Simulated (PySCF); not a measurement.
**Magnetisability: `C[C@H](O[SiH3])C(=O)OC1CCCC1`, C8H16O3Si**

Geometry:
```json
{"atom": "C1", "x (Å)": "2.661", "y (Å)": "-0.095", "z (Å)": "-1.572"}
{"atom": "C2", "x (Å)": "2.022", "y (Å)": "0.922", "z (Å)": "-0.617"}
{"atom": "O3", "x (Å)": "2.979", "y (Å)": "1.556", "z (Å)": "0.144"}
{"atom": "Si4", "x (Å)": "3.500", "y (Å)": "1.237", "z (Å)": "1.658"}
{"atom": "C5", "x (Å)": "1.024", "y (Å)": "0.178", "z (Å)": "0.256"}
{"atom": "O6", "x (Å)": "1.251", "y (Å)": "-0.120", "z (Å)": "1.401"}
{"atom": "O7", "x (Å)": "-0.082", "y (Å)": "-0.119", "z (Å)": "-0.403"}
{"atom": "C8", "x (Å)": "-1.093", "y (Å)": "-0.864", "z (Å)": "0.306"}
{"atom": "C9", "x (Å)": "-1.944", "y (Å)": "0.063", "z (Å)": "1.185"}
{"atom": "C10", "x (Å)": "-3.134", "y (Å)": "0.428", "z (Å)": "0.302"}
{"atom": "C11", "x (Å)": "-3.437", "y (Å)": "-0.888", "z (Å)": "-0.409"}
{"atom": "C12", "x (Å)": "-2.052", "y (Å)": "-1.453", "z (Å)": "-0.741"}
{"atom": "H13", "x (Å)": "1.900", "y (Å)": "-0.562", "z (Å)": "-2.191"}
{"atom": "H14", "x (Å)": "3.384", "y (Å)": "0.413", "z (Å)": "-2.205"}
{"atom": "H15", "x (Å)": "3.180", "y (Å)": "-0.855", "z (Å)": "-0.991"}
{"atom": "H16", "x (Å)": "1.480", "y (Å)": "1.681", "z (Å)": "-1.200"}
{"atom": "H17", "x (Å)": "4.658", "y (Å)": "2.128", "z (Å)": "1.590"}
{"atom": "H18", "x (Å)": "3.924", "y (Å)": "-0.147", "z (Å)": "1.858"}
{"atom": "H19", "x (Å)": "2.587", "y (Å)": "1.685", "z (Å)": "2.705"}
{"atom": "H20", "x (Å)": "-0.581", "y (Å)": "-1.624", "z (Å)": "0.903"}
{"atom": "H21", "x (Å)": "-2.279", "y (Å)": "-0.487", "z (Å)": "2.065"}
{"atom": "H22", "x (Å)": "-1.371", "y (Å)": "0.927", "z (Å)": "1.518"}
{"atom": "H23", "x (Å)": "-2.840", "y (Å)": "1.187", "z (Å)": "-0.424"}
{"atom": "H24", "x (Å)": "-3.980", "y (Å)": "0.803", "z (Å)": "0.876"}
{"atom": "H25", "x (Å)": "-4.050", "y (Å)": "-0.755", "z (Å)": "-1.298"}
{"atom": "H26", "x (Å)": "-3.962", "y (Å)": "-1.560", "z (Å)": "0.273"}
{"atom": "H27", "x (Å)": "-1.726", "y (Å)": "-1.110", "z (Å)": "-1.723"}
{"atom": "H28", "x (Å)": "-2.039", "y (Å)": "-2.541", "z (Å)": "-0.735"}
```

Theory: PySCF, GIAO B3LYP/pcSseg-1 magnetisability, rotational g tensor and spin-rotation constants, non-relativistic, gas phase. Geometry: GFN2-xTB.

(1) What are the magnetisability and the molar susceptibility?

(2) Split it along the inertial axes a, b, c into diamagnetic and paramagnetic parts about the centre of mass, with the quadrupole moment.

(3) And the rotational g tensor?

Results:

(1) Isotropic -1915 × 10⁻³⁰ J/T², or -115.3 × 10⁻⁶ cm³/mol; principal values -1996, -1906, -1843 × 10⁻³⁰ J/T², anisotropy 133 × 10⁻³⁰ J/T² (root of half the summed squared differences of the principal values). The susceptibility is in cgs units.

(2) 
```
axis  χ (10⁻⁶ cm³/mol)  diamagnetic (10⁻⁶ cm³/mol)  paramagnetic (10⁻⁶ cm³/mol)  summed x² of all electrons (Å²)  quadrupole Θ (D Å)
   a            -115.0                      -840.5                        725.4                            703.6               -3.73
   b            -115.9                     -3240.0                       3124.1                            138.1               +2.71
   c            -115.1                     -3570.9                       3455.8                             60.1               +1.02
```
Anisotropies 2χaa − χbb − χcc = +0.8 and 2χbb − χaa − χcc = -1.6 × 10⁻⁶ cm³/mol. Θ is traceless in Buckingham's convention.

(3) 
| axis | rotational constant (GHz) | g | nuclear part | electronic part |
| --- | --- | --- | --- | --- |
| a | 1.9025 | -0.0268 | 0.6216 | -0.6484 |
| b | 0.3929 | -0.0061 | 0.5705 | -0.5766 |
| c | 0.3562 | -0.0055 | 0.5729 | -0.5784 |

Asymmetric top; isotopes 12C, 1H, 16O, 28Si; no vibrational averaging.
